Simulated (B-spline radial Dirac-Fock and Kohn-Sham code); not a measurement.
# Elastic scattering of 200 keV electrons by neutral helium

Calculated with an atomic code on a B-spline grid, using relativistic (Dirac) partial waves in the static field of the Dirac-Fock atom with Furness-McCarthy exchange, without polarisation or absorption potentials.

Input file task.json (cfg lists n, l and occupation; rrms is the nuclear radius in fm):

```json
{"items": [{
  "Z": 2,
  "q": 0,
  "cfg": [[1, 0, 2]],
  "A": 4,
  "rrms": 1.6755,
  "do": "elastic",
  "energies": [[200000, 0]],
  "theta": [0, 1, 2, 3, 5, 7, 10, 15, 20, 25, 30, 40, 50, 60, 70, 80, 90, 100, 110, 120, 130, 140, 150, 160, 170, 180]
}]}
```

Run with: `python xray2_run.py task.json out`

```csv
θ (°),dσ/dΩ (a₀²/sr)
0,1.21
1,0.331
2,0.0516
3,0.0123
5,0.00170
7,0.000449
10,0.000108
15,2.15e-05
20,6.83e-06
25,2.81e-06
30,1.36e-06
40,4.36e-07
50,1.81e-07
60,8.90e-08
70,4.92e-08
80,2.97e-08
90,1.92e-08
100,1.31e-08
110,9.48e-09
120,7.15e-09
130,5.63e-09
140,4.62e-09
150,3.96e-09
160,3.55e-09
170,3.32e-09
180,3.15e-09
```

The total elastic cross section is 0.00122 a₀², the first transport cross section 1.33e-06 a₀² and the second, weighted with (3/2) sin²θ, 3.64e-06 a₀². The mean deflection is ⟨1 − cos θ⟩ = 0.00109, and 0.0043 % of the collisions scatter beyond 90°.
